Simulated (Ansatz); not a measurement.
`[SH][GeH2][SH]`, relaxed with RKS PBE0-D4/def2-TZVP in the Gaussian-basis code of Ansatz from a PBE-D4/def2-SVP geometry. The force threshold is 0.005 eV/Å; the program also tests the step.

The species carries charge 0 and has multiplicity 1.

Start:

```xyz
7

S     0.486    1.698   -1.055
Ge   -0.362    0.274    0.463
S    -1.020   -1.708   -0.372
H     1.630    0.979   -1.230
H     0.675    0.022    1.590
H    -1.649    0.963    0.969
H     0.240   -2.227   -0.365
```

(1) By how much does the energy fall, and how many steps does the optimiser take? (An estimate is asked.)

(2) Which bonds change most? (An estimate is asked.)

(3) Give the relaxed structure. (An estimate is asked.)

## Answers

(1) The calculation gave: 2.46 kJ/mol, in 8 steps.

(2) The calculation gave: Ge2–S3 from 2.248 to 2.222 Å; S1–Ge2 from 2.248 to 2.222 Å; S1–H4 from 1.363 to 1.343 Å; S3–H7 from 1.363 to 1.343 Å.

(3) Computed: 
```xyz
7

S     0.469    1.631   -1.083
Ge   -0.367    0.270    0.461
S    -1.020   -1.703   -0.326
H     1.645    0.985   -1.157
H     0.682    0.050    1.561
H    -1.638    0.954    0.970
H     0.229   -2.187   -0.426
```
